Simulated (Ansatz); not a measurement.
C₂H₉NOSi (SMILES CN[SiH2]OC), singlet, at a GFN2-xTB geometry; SC-NEVPT2/STO-3G, CASSCF(6,5) (Ansatz, a program for electronic structure).

Input for Ansatz:
Ansatz 0.2 input:
```yaml
crystal:
  periodic: [false, false, false]
  atoms:
    - {symbol: Si, position_ang: [0.01544862, -0.27049964, -0.48237745]}
    - {symbol: N, position_ang: [-1.26913165, 0.10223560, 0.57873133]}
    - {symbol: C, position_ang: [-2.63873035, -0.19086846, 0.25459723]}
    - {symbol: O, position_ang: [1.26481054, 0.38170243, 0.32350556]}
    - {symbol: C, position_ang: [2.60135553, 0.28783423, -0.04091933]}
    - {symbol: H, position_ang: [0.11411559, -1.73037044, -0.59305393]}
    - {symbol: H, position_ang: [-0.05369882, 0.29550987, -1.84271638]}
    - {symbol: H, position_ang: [-1.17601125, 0.91693895, 1.16623558]}
    - {symbol: H, position_ang: [-3.10639712, 0.58871050, -0.35836616]}
    - {symbol: H, position_ang: [-2.67039112, -1.12173202, -0.30632170]}
    - {symbol: H, position_ang: [-3.22839377, -0.31189436, 1.16553224]}
    - {symbol: H, position_ang: [3.19524687, 0.83340063, 0.69374332]}
    - {symbol: H, position_ang: [2.77059072, 0.72032817, -1.03064794]}
    - {symbol: H, position_ang: [2.92834451, -0.75495953, -0.06235215]}
basis:
  gaussian:
    orbitals: STO-3G
magnetization: {spin_polarized: false}
correlation: {method: sc_nevpt2, electrons: all, active_space: {window: {electrons: 6, orbitals: 5}}}
```

Question: Predict the main parts of the log of this Ansatz run.

Answer: 
```
Functional definition: HF
510 factors; integrals over basis functions are off by at most 3.2e-5 eV
mean field evaluation 1: about -13419.9982 eV, gradient 2.5e1 eV
mean field evaluation 2: about -13420.2409 eV, gradient 2.5e1 eV
mean field evaluation 4: about -13422.2831 eV, gradient 1.4e0 eV
mean field evaluation 8: about -13422.2921 eV, gradient 4.0e-6 eV
mean field -13422.29208081 eV, -493.2601360136 hartree, gradient 1.1e-6 eV, S^2 0.000000; 0 other end points of the search recorded, 0 dependent functions left out
reference -13422.29208081 eV, -493.2601360136 hartree; 25, 25 occupied and 13, 13 virtual orbitals, 510 factors
state -13423.34409239 eV, -493.2987967260 hartree
state -13423.34409239 eV, -493.2987967260 hartree; corrected -13428.42441124 eV, -493.4854950000 hartree
state -13423.10779808 eV, -493.2901130703 hartree
state -13423.10779808 eV, -493.2901130703 hartree; corrected -13428.45148387 eV, -493.4864899008 hartree
state -13423.10779808 eV, -493.2901130703 hartree; corrected -13428.45148387 eV, -493.4864899008 hartree
the orbitals are reached from a further start. From the first start the search ends at -13423.34407209 eV, -493.2987959799 hartree
WARN: the results are in doubt because another end's mean lies 0.236 eV lower, and its corrected mean 0.027 eV higher
Total energy: -13428.45148387 eV, -493.4864899008 hartree
In doubt: another end's mean lies 0.236 eV lower, and its corrected mean 0.027 eV higher
```
